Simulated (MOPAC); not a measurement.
Input file for MOPAC: AM1 on C3H9B (SMILES BC(C)C), a point of a torsion scan.

```
AM1 1SCF PRECISE CHARGE=0 THREADS=1
C3H9B

B     -0.38682556 1     1.60599722 1     0.22775396 1
C      0.08242885 1     0.10418409 1     0.34973082 1
C     -0.37271073 1    -0.49519077 1     1.69323867 1
C     -0.36519111 1    -0.81077732 1    -0.79410956 1
H     -1.09216131 1     1.95689453 1    -0.63541137 1
H     -0.03416636 1     2.37639859 1     1.03386144 1
H      1.18144050 1     0.09698047 1     0.36780257 1
H      0.00046283 1    -1.51227840 1     1.80170845 1
H     -1.45925833 1    -0.52422951 1     1.74346633 1
H     -0.00748316 1     0.09864186 1     2.52747192 1
H     -1.45081911 1    -0.87059839 1    -0.82996956 1
H      0.02658795 1    -1.81896748 1    -0.66284546 1
H     -0.01335267 1    -0.42955075 1    -1.74994571 1
```

It printed:

```
*******************************************************************************
 **                                                                           **
 **                              MOPAC v23.2.5                                **
 **                                                                           **
 *******************************************************************************
 ** MOPAC's Digital Object Identifier: https://doi.org/10.5281/zenodo.6511958 **
 **                                                                           **
 ** Please cite the open-source release paper for use of this MOPAC version:  **
 ** J. E. Moussa and J. J. P. Stewart (2026)                                  **
 ** MOPAC: An open-source semiempirical molecular orbital program             **
 ** J. Open Source Softw., 11(119), 8025, https://doi.org/10.21105/joss.08025 **
 *******************************************************************************

                              AM1 CALCULATION RESULTS

 *******************************************************************************
 *  AM1        - The AM1 Hamiltonian to be used
 *
 *
 *
 *                 CHARGE ON SYSTEM = 0
 *
 *
 *
 *  PRECISE    - TIGHTER CRITERIA TO BE USED
 *  1SCF       - DO 1 SCF AND THEN STOP
 *  THREADS=1  - MULTI-THREADING NOT USED
 *  T=         - A TIME OF 172800.0 SECONDS REQUESTED
 *  DUMP=N     - RESTART FILE WRITTEN EVERY 7200.0 SECONDS REQUESTED
 *******************************************************************************
AM1 1SCF PRECISE CHARGE=0 THREADS=1
 C3H9B

   ATOM   CHEMICAL          X               Y               Z
  NUMBER   SYMBOL      (ANGSTROMS)     (ANGSTROMS)     (ANGSTROMS)

     1       B         -0.38682556  *   1.60599722  *   0.22775396  *
     2       C          0.08242885  *   0.10418409  *   0.34973082  *
     3       C         -0.37271073  *  -0.49519077  *   1.69323867  *
     4       C         -0.36519111  *  -0.81077732  *  -0.79410956  *
     5       H         -1.09216131  *   1.95689453  *  -0.63541137  *
     6       H         -0.03416636  *   2.37639859  *   1.03386144  *
     7       H          1.18144050  *   0.09698047  *   0.36780257  *
     8       H          0.00046283  *  -1.51227840  *   1.80170845  *
     9       H         -1.45925833  *  -0.52422951  *   1.74346633  *
    10       H         -0.00748316  *   0.09864186  *   2.52747192  *
    11       H         -1.45081911  *  -0.87059839  *  -0.82996956  *
    12       H          0.02658795  *  -1.81896748  *  -0.66284546  *
    13       H         -0.01335267  *  -0.42955075  *  -1.74994571  *



          CARTESIAN COORDINATES

    NO.       ATOM           X           Y           Z

     1         B         -0.3868      1.6060      0.2278
     2         C          0.0824      0.1042      0.3497
     3         C         -0.3727     -0.4952      1.6932
     4         C         -0.3652     -0.8108     -0.7941
     5         H         -1.0922      1.9569     -0.6354
     6         H         -0.0342      2.3764      1.0339
     7         H          1.1814      0.0970      0.3678
     8         H          0.0005     -1.5123      1.8017
     9         H         -1.4593     -0.5242      1.7435
    10         H         -0.0075      0.0986      2.5275
    11         H         -1.4508     -0.8706     -0.8300
    12         H          0.0266     -1.8190     -0.6628
    13         H         -0.0134     -0.4296     -1.7499

  H: (AM1): M.J.S. DEWAR ET AL, J. AM. CHEM. SOC. 107 3902-3909 (1985)
  B: (AM1): M.J.S. DEWAR ET AL, ORGANOMETALLICS, 7, 513-521 (1988)
  C: (AM1): M.J.S. DEWAR ET AL, J. AM. CHEM. SOC. 107 3902-3909 (1985)

           Empirical Formula: C3 H9 B  =    13 atoms



      MOLECULAR POINT GROUP   :   C1


      RHF CALCULATION, NO. OF DOUBLY OCCUPIED LEVELS = 12


 -------------------------------------------------------------------------------
 AM1 1SCF PRECISE CHARGE=0 THREADS=1
 C3H9B



     1SCF WAS SPECIFIED, SO BFGS WAS NOT USED
     SCF FIELD WAS ACHIEVED


                              AM1 CALCULATION
                                                       MOPAC v23.2.5 Linux




          FINAL HEAT OF FORMATION =          2.01962 KCAL/MOL =       8.45008 KJ/MOL


          COSMO AREA              =        115.09 SQUARE ANGSTROMS
          COSMO VOLUME            =        102.97 CUBIC ANGSTROMS

          IONIZATION POTENTIAL    =         10.882401 EV
          HOMO LUMO ENERGIES (EV) =        -10.882  1.650
          NO. OF FILLED LEVELS    =         12
          MOLECULAR WEIGHT        =         55.9141         POINT GROUP:  C1

          MOLECULAR DIMENSIONS (Angstroms)

            Atom       Atom       Distance
            H    12    H     6     4.52588
            H    10    H     5     3.78543
            H     7    H     9     2.96129


          SCF CALCULATIONS        =          1





   ATOM   CHEMICAL          X               Y               Z
  NUMBER   SYMBOL      (ANGSTROMS)     (ANGSTROMS)     (ANGSTROMS)

     1       B         -0.38682556  *   1.60599722  *   0.22775396  *
     2       C          0.08242885  *   0.10418409  *   0.34973082  *
     3       C         -0.37271073  *  -0.49519077  *   1.69323867  *
     4       C         -0.36519111  *  -0.81077732  *  -0.79410956  *
     5       H         -1.09216131  *   1.95689453  *  -0.63541137  *
     6       H         -0.03416636  *   2.37639859  *   1.03386144  *
     7       H          1.18144050  *   0.09698047  *   0.36780257  *
     8       H          0.00046283  *  -1.51227840  *   1.80170845  *
     9       H         -1.45925833  *  -0.52422951  *   1.74346633  *
    10       H         -0.00748316  *   0.09864186  *   2.52747192  *
    11       H         -1.45081911  *  -0.87059839  *  -0.82996956  *
    12       H          0.02658795  *  -1.81896748  *  -0.66284546  *
    13       H         -0.01335267  *  -0.42955075  *  -1.74994571  *

                             CARTESIAN COORDINATES

   1    B       -0.386825560     1.605997220     0.227753960
   2    C        0.082428850     0.104184090     0.349730820
   3    C       -0.372710730    -0.495190770     1.693238670
   4    C       -0.365191110    -0.810777320    -0.794109560
   5    H       -1.092161310     1.956894530    -0.635411370
   6    H       -0.034166360     2.376398590     1.033861440
   7    H        1.181440500     0.096980470     0.367802570
   8    H        0.000462830    -1.512278400     1.801708450
   9    H       -1.459258330    -0.524229510     1.743466330
  10    H       -0.007483160     0.098641860     2.527471920
  11    H       -1.450819110    -0.870598390    -0.829969560
  12    H        0.026587950    -1.818967480    -0.662845460
  13    H       -0.013352670    -0.429550750    -1.749945710


           Empirical Formula: C3 H9 B  =    13 atoms



      MOLECULAR POINT GROUP   :   C1


                  EIGENVALUES
 -35.42629 -28.03359 -23.69270 -19.31631 -15.46290 -14.45623 -14.09834 -13.09640
 -12.20046 -11.91053 -11.22274 -10.88240   1.65003   2.84841   4.08068   4.24318
   4.44026   4.70045   4.93385   4.99728   5.12241   5.30503   5.32978   6.01707
   6.16774


              NET ATOMIC CHARGES AND DIPOLE CONTRIBUTIONS

  ATOM NO.   TYPE          CHARGE      No. of ELECS.   s-Pop       p-Pop
    1          B           0.297646        2.7024     1.24876     1.45360
    2          C          -0.266466        4.2665     1.23879     3.02767
    3          C          -0.189531        4.1895     1.21485     2.97468
    4          C          -0.192797        4.1928     1.21487     2.97793
    5          H          -0.077262        1.0773     1.07726
    6          H          -0.081840        1.0818     1.08184
    7          H           0.094180        0.9058     0.90582
    8          H           0.072855        0.9271     0.92714
    9          H           0.067073        0.9329     0.93293
   10          H           0.071594        0.9284     0.92841
   11          H           0.069112        0.9309     0.93089
   12          H           0.067818        0.9322     0.93218
   13          H           0.067616        0.9324     0.93238
 DIPOLE           X         Y         Z       TOTAL
 POINT-CHG.     0.022     0.063     0.069     0.096
 HYBRID         0.148    -0.349     0.029     0.380
 SUM            0.170    -0.287     0.098     0.348


          ATOMIC ORBITAL ELECTRON POPULATIONS

     Atom    s        px        py        pz
    1  B   1.24876   0.28243   0.65689   0.51427
    2  C   1.23879   1.02170   1.05402   0.95195
    3  C   1.21485   1.01174   1.00572   0.95722
    4  C   1.21487   1.01350   0.98801   0.97642
    5  H   1.07726
    6  H   1.08184
    7  H   0.90582
    8  H   0.92714
    9  H   0.93293
   10  H   0.92841
   11  H   0.93089
   12  H   0.93218
   13  H   0.93238

 **********************
 *                    *
 * JOB ENDED NORMALLY *
 *                    *
 **********************




 == MOPAC DONE ==
```

The run finished.

Cost: very roughly 0.05 core-seconds.
